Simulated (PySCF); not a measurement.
Species: W(NtBu)2Br2, C₈H₁₈Br₂N₂W (singlet state).
Bonds: W1–N2, W1–N16, W1–Br30, W1–Br31, N2–C3, C3–C4, C3–C5, C3–C6, N16–C17, C17–C18, C17–C19, C17–C20. Hydrogens: H7, H8, H9 on C4; H10, H11, H12 on C5; H13, H14, H15 on C6; H21, H22, H23 on C18; H24, H25, H26 on C19; H27, H28, H29 on C20.

Method: PBE0-D3(BJ)/def2-SVP geometry optimisation, gas phase, def2 core potentials past Kr (PySCF); density fitting, grid level 1; the optimiser is geomeTRIC in internal coordinates, started from a GFN2-xTB structure with every atom displaced at random (about 0.03 Å).

The end geometry, which sets the zero of energy:
```
atom  x, y, z in Å
W1     -1.4727   -0.2730   -1.4748
N2     -1.7846   -0.1460    0.2323
C3     -1.6383   -0.0080    1.6542
C4     -0.5769    1.0495    1.9654
C5     -1.2306   -1.3703    2.2247
C6     -2.9977    0.4210    2.2173
H7     -0.8483    2.0138    1.5109
H8     -0.4833    1.1902    3.0528
H9      0.4030    0.7449    1.5711
H10    -1.1465   -1.3155    3.3206
H11    -1.9790   -2.1341    1.9682
H12    -0.2610   -1.6882    1.8136
H13    -3.3089    1.3816    1.7816
H14    -3.7653   -0.3293    1.9785
H15    -2.9428    0.5326    3.3109
N16     0.2323   -0.1311   -1.7930
C17     1.6523    0.0163   -1.6342
C18     2.1403   -0.9281   -0.5327
C19     1.9499    1.4752   -1.2747
C20     2.3060   -0.3463   -2.9722
H21     1.8891   -1.9699   -0.7804
H22     3.2317   -0.8496   -0.4164
H23     1.6701   -0.6800    0.4298
H24     3.0348    1.6306   -1.1756
H25     1.5700    2.1483   -2.0570
H26     1.4681    1.7471   -0.3244
H27     2.0674   -1.3839   -3.2479
H28     1.9384    0.3151   -3.7701
H29     3.3998   -0.2434   -2.9062
Br30   -2.5460    1.6506   -2.5349
Br31   -2.1330   -2.5310   -2.1437
```

**Question.** These geometries come from the run, each turned onto the end geometry. Order them by energy, lowest first.
A.
```
atom  x, y, z in Å
W1     -1.4687   -0.2701   -1.4698
N2     -1.8047   -0.0545    0.2251
C3     -1.6595    0.0996    1.6496
C4     -0.7689    1.3090    1.9525
C5     -1.0434   -1.1821    2.2157
C6     -3.0618    0.3118    2.2376
H7     -1.1705    2.2218    1.4893
H8     -0.6972    1.4718    3.0392
H9      0.2529    1.1513    1.5672
H10    -0.9223   -1.0992    3.3072
H11    -1.6837   -2.0485    1.9954
H12    -0.0565   -1.3694    1.7670
H13    -3.5178    1.2250    1.8258
H14    -3.7132   -0.5408    2.0007
H15    -3.0033    0.4196    3.3321
N16     0.2423   -0.1524   -1.7632
C17     1.6687   -0.0705   -1.6241
C18     2.1433   -1.1866   -0.6931
C19     2.0358    1.3043   -1.0555
C20     2.2711   -0.2434   -3.0242
H21     1.8586   -2.1709   -1.0934
H22     3.2375   -1.1505   -0.5802
H23     1.6895   -1.0790    0.3058
H24     3.1255    1.3819   -0.9236
H25     1.7019    2.1055   -1.7312
H26     1.5590    1.4580   -0.0761
H27     1.9809   -1.2155   -3.4492
H28     1.8936    0.5409   -3.6980
H29     3.3706   -0.1800   -2.9852
Br30   -2.4990    1.5675   -2.7304
Br31   -2.1222   -2.5651   -2.0197
```
B.
```
atom  x, y, z in Å
W1     -1.4519   -0.2444   -1.4600
N2     -1.7875   -0.0311    0.2331
C3     -1.6781    0.1003    1.6513
C4     -0.7993    1.3045    1.9936
C5     -1.0262   -1.1752    2.2148
C6     -3.0695    0.2855    2.2433
H7     -1.2134    2.2209    1.5467
H8     -0.7733    1.4427    3.0851
H9      0.2166    1.1462    1.6141
H10    -0.9092   -1.0847    3.3020
H11    -1.6529   -2.0581    2.0146
H12    -0.0336   -1.3253    1.7697
H13    -3.5527    1.1823    1.8384
H14    -3.7110   -0.5749    1.9969
H15    -3.0096    0.3652    3.3381
N16     0.2469   -0.1318   -1.7719
C17     1.6834   -0.0627   -1.6463
C18     2.1423   -1.1679   -0.6876
C19     2.0720    1.3165   -1.1043
C20     2.2807   -0.2757   -3.0340
H21     1.8703   -2.1556   -1.0833
H22     3.2340   -1.1418   -0.5725
H23     1.6737   -1.0371    0.2974
H24     3.1629    1.3848   -0.9670
H25     1.7715    2.1103   -1.8097
H26     1.5718    1.5121   -0.1479
H27     2.0140   -1.2666   -3.4235
H28     1.9435    0.5081   -3.7279
H29     3.3745   -0.2296   -2.9789
Br30   -2.4884    1.5552   -2.6809
Br31   -2.2630   -2.4828   -2.0501
```
C.
```
atom  x, y, z in Å
W1     -1.3450   -0.3079   -1.3834
N2     -1.8233   -0.0427    0.2989
C3     -1.7788    0.1061    1.6756
C4     -0.7763    1.3765    2.0333
C5     -1.0419   -1.1644    2.2476
C6     -3.1377    0.2862    2.3148
H7     -1.2949    2.2371    1.5647
H8     -0.7687    1.5437    3.0918
H9      0.1120    1.2532    1.6815
H10    -0.9033   -1.0511    3.3791
H11    -1.6869   -2.0253    2.1025
H12    -0.0624   -1.2752    1.8102
H13    -3.6914    1.1845    1.8781
H14    -3.7900   -0.5880    2.0937
H15    -3.0700    0.3325    3.4070
N16     0.3137   -0.1523   -1.8243
C17     1.7323   -0.0722   -1.7318
C18     2.1681   -1.2153   -0.7738
C19     2.0603    1.2449   -1.1044
C20     2.3276   -0.2297   -3.0981
H21     1.9254   -2.2042   -1.2637
H22     3.2992   -1.2278   -0.6290
H23     1.7020   -1.1209    0.1031
H24     3.1255    1.3682   -0.9687
H25     1.7851    2.0290   -1.7608
H26     1.5083    1.4195   -0.1733
H27     2.1412   -1.2610   -3.4838
H28     2.0696    0.5623   -3.7317
H29     3.4991   -0.1896   -3.0161
Br30   -2.5003    1.6080   -2.6824
Br31   -2.2597   -2.4347   -2.0633
```
D.
```
atom  x, y, z in Å
W1     -1.4733   -0.2662   -1.4718
N2     -1.8298   -0.0757    0.2242
C3     -1.6663    0.0738    1.6457
C4     -0.7265    1.2466    1.9378
C5     -1.0888   -1.2307    2.2047
C6     -3.0488    0.3416    2.2488
H7     -1.1070    2.1714    1.4802
H8     -0.6358    1.4021    3.0235
H9      0.2764    1.0472    1.5357
H10    -0.9661   -1.1580    3.2959
H11    -1.7566   -2.0758    1.9826
H12    -0.1073   -1.4426    1.7560
H13    -3.4739    1.2700    1.8412
H14    -3.7367   -0.4845    2.0174
H15    -2.9752    0.4420    3.3424
N16     0.2369   -0.1448   -1.7528
C17     1.6635   -0.0458   -1.6177
C18     2.1427   -1.1250   -0.6427
C19     2.0214    1.3511   -1.1046
C20     2.2675   -0.2726   -3.0077
H21     1.8467   -2.1227   -0.9977
H22     3.2382   -1.0961   -0.5464
H23     1.7020   -0.9684    0.3525
H24     3.1125    1.4521   -1.0035
H25     1.6603    2.1224   -1.8008
H26     1.5630    1.5341   -0.1228
H27     1.9863   -1.2645   -3.3896
H28     1.8940    0.4840   -3.7130
H29     3.3652   -0.2063   -2.9682
Br30   -2.4882    1.5969   -2.6915
Br31   -2.0575   -2.5663   -2.0645
```
E.
```
atom  x, y, z in Å
W1     -1.4864   -0.2282   -1.4842
N2     -1.8466   -0.0935    0.2147
C3     -1.6527    0.0006    1.6358
C4     -0.5968    1.0637    1.9464
C5     -1.2047   -1.3743    2.1433
C6     -2.9956    0.3865    2.2644
H7     -0.8958    2.0379    1.5319
H8     -0.4718    1.1732    3.0343
H9      0.3745    0.7868    1.5113
H10    -1.0807   -1.3561    3.2367
H11    -1.9521   -2.1401    1.8893
H12    -0.2477   -1.6638    1.6853
H13    -3.3339    1.3611    1.8832
H14    -3.7627   -0.3623    2.0190
H15    -2.9034    0.4493    3.3593
N16     0.2279   -0.1065   -1.7499
C17     1.6510    0.0203   -1.6061
C18     2.1333   -0.8999   -0.4817
C19     1.9748    1.4842   -1.2919
C20     2.2868   -0.3931   -2.9378
H21     1.8415   -1.9406   -0.6862
H22     3.2293   -0.8561   -0.3939
H23     1.6966   -0.6022    0.4825
H24     3.0637    1.6260   -1.2195
H25     1.5886    2.1412   -2.0849
H26     1.5159    1.7887   -0.3400
H27     2.0279   -1.4338   -3.1811
H28     1.9265    0.2527   -3.7518
H29     3.3828   -0.3095   -2.8815
Br30   -2.5306    1.6739   -2.6155
Br31   -2.1210   -2.4968   -2.1382
```

**Answer.** E (0.002 eV), D (0.017 eV), A (0.030 eV), B (0.084 eV), C (1.780 eV).

In the order of the answer:

| step | E above end (eV) | largest force (eV/Å) | rms force component (eV/Å) | rms distance from end (Å) | rms bond change (Å) | bond most changed (Å) |
| --- | --- | --- | --- | --- | --- | --- |
| 11 | 0.002 | 0.06 | 0.011 | 0.072 | 0.001 | W1–Br30 +0.003 |
| 7 | 0.017 | 0.06 | 0.011 | 0.212 | 0.001 | W1–N2 +0.004 |
| 4 | 0.030 | 0.21 | 0.053 | 0.278 | 0.003 | W1–Br30 +0.010 |
| 2 | 0.084 | 0.79 | 0.159 | 0.279 | 0.008 | W1–Br30 -0.036 |
| 0 | 1.780 | 8.62 | 1.690 | 0.345 | 0.056 | W1–Br30 +0.142 |

What follows is the cost of the whole optimisation. Hardware: an Intel Xeon 6975P-C with 2 threads, shared host with 192 logical CPUs at a one-minute load of 76. Cost: 15 min wall, 33 min CPU, 3.9 GiB resident at most.
